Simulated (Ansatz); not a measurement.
```yaml
crystal:
  periodic: [false, false, false]
  atoms:
    - {symbol: B, position_ang: [1.614270, 1.134125, -0.896309]}
    - {symbol: O, position_ang: [0.740616, 1.082306, 0.164757]}
    - {symbol: C, position_ang: [-0.173066, 0.138680, 0.341975]}
    - {symbol: O, position_ang: [-0.780958, -0.330407, -0.644648]}
    - {symbol: Al, position_ang: [-1.466781, -1.158294, 0.992505]}
    - {symbol: H, position_ang: [2.241048, 2.141047, -0.996117]}
    - {symbol: H, position_ang: [1.736213, 0.184726, -1.605865]}
    - {symbol: H, position_ang: [-0.941155, -2.629726, 1.207645]}
    - {symbol: H, position_ang: [-2.881788, -0.608757, 1.418858]}
basis:
  gaussian: {orbitals: cc-pVTZ-DK, fitting: {mean_field: cc-pVTZ-jkfit}}
hamiltonian: {xc: {name: revPBE0}, dispersion: d4}
```

```sh
$ ansatz run in.yaml --threads 2 --pin off --events-out ev --progress --plain --max-ram 4352MiB
```

Output, abridged:

```
Functional definition: revPBE0
557 factors; integrals over basis functions are off by at most 7.5e-1 eV
mean field evaluation 1: about -12479.2722 eV, gradient 4.8e1 eV
mean field evaluation 2: about -12474.2900 eV, gradient 7.2e1 eV
mean field evaluation 4: about -12482.9710 eV, gradient 6.0e0 eV
mean field evaluation 8: about -12483.0329 eV, gradient 7.3e-2 eV
mean field -12483.03289349 eV, -458.7429975323 hartree, gradient 3.2e-5 eV, S^2 0.000000; 0 other end points of the search recorded, 0 dependent functions left out
reference -12483.03294339 eV, -458.7429993658 hartree; 22, 22 occupied and 188, 188 virtual orbitals, 557 factors
Total energy: -12483.41591337 eV, -458.7570732531 hartree
Relativity: scalar
```

It took 2.4 s on 2 threads of an Arm Neoverse V2 on a shared host, with 0.29 GiB of host memory at the peak.
